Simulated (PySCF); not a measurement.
Isomers C9H12Si:

A. `C=C=C(C#C[SiH2]C)C1CC1`
B. `C=C(C)C#CC1=C[SiH2][C@@H]1C`
C. SMILES C=C=C(C#C[SiH2]C)CC=C
D. `c1ccc(C2C[SiH2]C2)cc1`

Spectrum 1. ¹H NMR (300 MHz, computed): δ 7.65 (m, 2H), 7.64 (m, 2H), 7.48 (m, 1H), 5.08 (m, 1H), 4.90 (m, 1H), 3.52 (m, 1H), 2.22 (m, 2H), 1.51 (m, 2H). ¹³C{¹H} NMR (computed): δ 160.2 (C), 134.1 (CH), 131.6 (CH), 131.1 (CH), 42.8 (CH), 21.1 (CH2).

Spectrum 2. ¹H NMR (300 MHz, computed): δ 6.56 (m, 1H), 5.38 (m, 1H), 5.32 (m, 1H), 5.21 (s, 2H), 4.59 (q, 2H), 2.86 (m, 2H), 0.30 (t, 3H). ¹³C{¹H} NMR (computed): δ 230.6 (C), 145.7 (CH), 122.0 (CH2), 109.3 (C), 101.7 (C), 94.4 (C), 80.4 (CH2), 46.3 (CH2), -4.8 (CH3).

Spectrum 3. ¹H NMR (300 MHz, computed): δ 5.33 (s, 2H), 4.59 (q, 2H), 1.10 (m, 1H), 0.88 (m, 2H), 0.37 (m, 2H), 0.30 (t, 3H). ¹³C{¹H} NMR (computed): δ 228.7 (C), 110.0 (C), 101.6 (C), 101.4 (C), 85.5 (CH2), 13.3 (CH2), 13.2 (CH), -4.6 (CH3).

Spectrum 4. ¹H NMR (300 MHz, computed): δ 6.39 (m, 1H), 5.78 (m, 1H), 5.75 (m, 1H), 4.87 (m, 1H), 4.54 (m, 1H), 2.42 (m, 1H), 2.08 (s, 3H), 1.40 (d, 3H). ¹³C{¹H} NMR (computed): δ 159.5 (C), 146.2 (CH), 134.9 (C), 132.0 (CH2), 105.6 (C), 94.7 (C), 35.9 (CH), 26.9 (CH3), 19.3 (CH3).

Gas phase, non-relativistic, one computed conformer, averaged over atoms made equivalent by symmetry, fast rotation or ring inversion. GIAO PBE0/pcSseg-1 shieldings; geometry: GFN2-xTB; PySCF 2.14.

Referencing at the same level of theory: ¹H (31.72 ppm), ¹³C (186.93 ppm) vs TMS. Where no couplings were computed, multiplicities follow the n + 1 count of equivalent neighbours, and m marks all less simple cases (inequivalent or close neighbours, rings, F or P nearby). Shifts are as computed. Against solution values, carbons near 30 ppm lie about +3 ppm off and those near 130 ppm about +5 ppm. Of 1313 compounds with measured shifts, 239 miss one by over three times the rms of a fit or turn the order of signals round; such compounds aren't used in these exercises.

Task: Match each spectrum to its structure.

Result: 1–D, 2–C, 3–A, 4–B.

- Spectrum 1 (D): 6 ¹³C signals; δC 134.1 is an aromatic CH; δC 131.6 is an aromatic CH.
- Spectrum 2 (C): 9 ¹³C signals; δC 230.6 is a central carbon of an allene; δC 145.7 is an alkene CH.
- Spectrum 3 (A): 8 ¹³C signals; δC 228.7 is a central carbon of an allene; δC 101.6 is an alkyne carbon.
- Spectrum 4 (B): 9 ¹³C signals; δC 159.5 is a fully substituted alkene carbon; δC 146.2 is an alkene CH.
